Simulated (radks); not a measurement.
The numbers below are computed, except where a source is named.
Problem. Spherical quantum dot in the effective-mass picture: electrons in a hard-walled sphere of radius 8.45, with a point charge +1 (a donor) at the centre, all in effective atomic units (hartree* = m*/eps^2 hartree, bohr* = eps/m* bohr), one dielectric constant everywhere. Level of theory: non-relativistic Kohn-Sham, PBE, spin-polarised, spherical densities (a radial shooting solver with Libxc functionals). Levels are named by radial order and angular momentum (1s, 1p, 1d, 2s, ...), and open shells are averaged over m. Results are scaled to m* = 0.176 and eps = 5.1, for which hartree* = 184.1 meV and bohr* = 1.533 nm. At N = 1 the configuration is 1s(up 1, down 0). Does electron 2 go into 1s down or 1p up?

Solution. Into 1s down. The total energies of the other choices lie higher by 25.2 meV (1p up).
